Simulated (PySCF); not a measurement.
Species: C₁₀H₁₅ (charge +1).
Geometry (PBE0-D3(BJ)/def2-SVP, Å), atoms numbered from 1 in this order:
```
atom  x, y, z in Å
C1     1.3143    3.1052   -0.7599
C2     1.2591    1.9097   -0.5730
C3     1.2288    0.4950   -0.3304
C4     2.4554   -0.1315   -0.1476
C5     2.7964   -1.5422    0.0920
C6    -0.0403   -0.1624   -0.3207
C7    -0.2277   -1.5768    0.0497
C8    -1.2421    0.6192   -0.6208
C9    -1.7909    1.2145    0.7178
C10   -3.0140    2.0758    0.4595
H11    1.3685    4.1681   -0.9291
H12    3.3070    0.5577   -0.2082
H13    3.8756   -1.7049   -0.0125
H14    2.5188   -1.8292    1.1255
H15    2.2579   -2.2373   -0.5704
H16    0.3514   -1.8706    0.9363
H17    0.1313   -2.2154   -0.7813
H18   -1.2887   -1.8106    0.2015
H19   -2.0209   -0.0275   -1.0529
H20   -1.0178    1.4549   -1.2989
H21   -2.0364    0.3881    1.4039
H22   -0.9956    1.8083    1.1948
H23   -2.7765    2.9251   -0.1980
H24   -3.8269    1.4986   -0.0055
H25   -3.3896    2.4811    1.4106
```

Method: PySCF, PBE0-D3(BJ)/def2-SVP geometry optimisation, gas phase.

Masses are those of the commonest isotopes; rigid-rotor values at the optimised geometry. The values belong to one conformer with, in the numbering `[CH:1]#[C:2]/[C:3](=[CH:4]/[CH3:5])[C+:6]([CH3:7])[CH2:8][CH2:9][CH3:10]`, C2–C3–C6–C7 -174°, C3–C6–C8–C9 -89°, C6–C8–C9–C10 178°.

(1) What are A, B and C (GHz)?

(2) What kind of rotor is it?

(3) Is it planar, by Δ = Ic − Ia − Ib?

(4) Give the other two planar moments, Paa and Pbb, and the rms extents of the mass along the axes.

(5) Predict some low-J microwave lines.

## Answers

(1) Ia = 280.28, Ib = 570.85, Ic = 797.55 u·Å²; 505379 MHz·u·Å²/I gives 1803, 885.3 and 633.7 MHz, that is A = 1.8031, B = 0.8853, C = 0.6337 GHz.

(2) An asymmetric top; Ray's κ = -0.570.

(3) Not planar: Δ = Ic − Ia − Ib = -53.58 u·Å². For a rigid frame Δ = −2 Σ m c², so Σ m c² = 26.79 u·Å² lies off the ab plane: 11.65 from hydrogen and 15.15 from heavier atoms. The atom farthest from that plane is 1.34 Å away.

(4) Paa = Σ m a² = (Ib + Ic − Ia)/2 = 544.06 and Pbb = Σ m b² = (Ia + Ic − Ib)/2 = 253.49 u·Å². With the mass M = 135.12 u, the rms extents √(P/M) along a, b and c are 2.01, 1.37, 0.45 Å.

(5) The dipole components (about the centre of mass, as the species is charged) are |μa| = 3.02 D, |μb| = 1.85 D, |μc| = 0.04 D. The squared components, which scale the intensities, stand as 1.00 : 0.38 : 0.00 (a : b : c). Some lines, for components of 0.1 D or more:

```csv
type,branch,"J(Ka,Kc)",MHz,lower level (cm⁻¹)
a,Q,"2(1,1) ← 2(1,2)",755,0.174
a,Q,"3(1,2) ← 3(1,3)",1505,0.313
a,R,"1(0,1) ← 0(0,0)",1519,0.000
b,R,"2(0,2) ← 1(1,1)",2075,0.081
b,R,"3(1,2) ← 2(2,1)",2150,0.291
a,R,"2(1,2) ← 1(1,1)",2786,0.081
b,Q,"2(2,0) ← 2(1,1)",2798,0.199
a,R,"2(0,2) ← 1(0,1)",2993,0.051
b,Q,"2(2,1) ← 2(1,2)",3508,0.174
b,R,"3(0,3) ← 2(1,2)",3674,0.174
b,R,"2(1,2) ← 1(0,1)",3704,0.051
a,R,"3(1,3) ← 2(1,2)",4153,0.174
a,R,"3(0,3) ← 2(0,2)",4386,0.151
a,R,"3(2,1) ← 2(2,0)",4728,0.293
b,R,"3(1,3) ← 2(0,2)",4865,0.151
a,R,"3(1,2) ← 2(1,1)",4903,0.199
b,Q,"3(3,0) ← 3(2,1)",5033,0.450
b,Q,"3(3,1) ← 3(2,2)",5244,0.443
b,R,"2(2,0) ← 1(1,1)",6340,0.081
b,R,"3(2,2) ← 2(1,1)",7310,0.199
b,R,"3(2,1) ← 2(1,2)",8282,0.174
```

No PBE0-D3(BJ)/def2-SVP frequencies stand behind this structure, so it isn't proved a minimum. Constants of a rigid frame at the computed geometry: no zero-point averaging, no centrifugal distortion. A rigid rotor knows nothing of internal rotation, which can split or shift real lines.

The run took about 7 min of CPU time (one thread, shared machine). These figures are those of the optimisation.
